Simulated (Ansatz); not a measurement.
`[CH3][Ga][SiH3]` radical. The species carries charge 0 and has multiplicity 2. The structure was optimised at the PBE0-D4/def2-TZVP level.

```xyz
9

C    -0.185   -1.387    1.421
Ga    0.507    0.405    0.898
Si    0.195    1.354   -1.343
H    -1.270   -1.403    1.279
H     0.044   -1.645    2.454
H     0.250   -2.142    0.758
H    -0.510    2.662   -1.212
H    -0.568    0.526   -2.324
H     1.537    1.630   -1.931
```

Q: What is the dipole moment at r2SCAN/def2-TZVPP? (Best estimate.)

A: Ansatz gave: 1.08 D, with components (-0.19, -0.84, 0.65) D in this frame, pointing from negative to positive charge.

Q: And with PBE, B3LYP, ωB97M-V? (Estimate.)

A: Computed: PBE 1.11 D, B3LYP 1.06 D, ωB97M-V 1.04 D.

Q: Give the Mulliken charges with r2SCAN, ωB97M-V, B3LYP in def2-TZVPP. (An estimate is asked.)

A: Ansatz gave: 
```tsv
atom	r2SCAN	ωB97M-V	B3LYP
C1	-0.30	-0.47	-0.38
Ga2	0.20	0.20	0.19
Si3	0.07	-0.02	0.07
H4	0.07	0.11	0.09
H5	0.08	0.12	0.10
H6	0.07	0.11	0.09
H7	-0.06	-0.02	-0.06
H8	-0.06	-0.02	-0.06
H9	-0.06	-0.02	-0.06
```

B3LYP here is the variant with VWN-RPA as its local correlation; programs differ in this.
